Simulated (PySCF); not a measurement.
**Electron correlation in O³⁺ (oxygen, charge +3)**

[He] 2s2 2p1, 2P determinant. Computed with PySCF 2.14 in aug-cc-pwCVTZ (7s6p4d2f, 59 functions), with no relativity, point nucleus. Frozen: 1s2; 3 electrons correlated.

```tsv
level	correlation energy (mhartree)
CCSD	-93.66
(T)	-1.02
CCSD(T)	-94.68
CCSDT	-94.87
```

Diagnostics: T1 = 0.0056, D1 = 0.0106, largest double amplitude 0.135.

Cost of the coupled-cluster step: about 7 core-seconds, for 3 correlated electrons.
